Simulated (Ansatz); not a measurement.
A structure relaxed at PBE-D4/def2-SVPD in Ansatz, charge -1, doublet:

```
atom   x (Å)   y (Å)   z (Å)
 Zn1   0.319  -1.282   0.159
 Ag2   1.402   0.847  -1.011
 Ag3  -1.823  -0.472   1.441
 Ag4  -2.083  -2.300  -0.629
 Ag5  -0.560  -0.617  -2.222
 Ag6   2.240   2.879   0.660
 Ag7   0.506   0.945   1.601
```

(1) Give its formula and point group.

(2) Summarise the bond lengths by kind (pairs closer than 1.2 times the sum of covalent radii, bridged metal pairs left out).

## Answers

(1) the cluster ZnAg₆⁻. Point group Cs (tolerance 0.1 Å).

(2) 7 × Ag–Ag 2.73 to 2.77 Å; 5 × Ag–Zn 2.62 to 2.72 Å.

In the def2 sets Ag takes a core potential; there is no spin–orbit coupling. The relaxation made no stability test and no search for a lower SCF solution. No other spin state of charge -1 was run. Another isomer (doublet) lies 0.46 eV lower at PBE0-D4/def2-SVP; other spin states weren't run for this one.
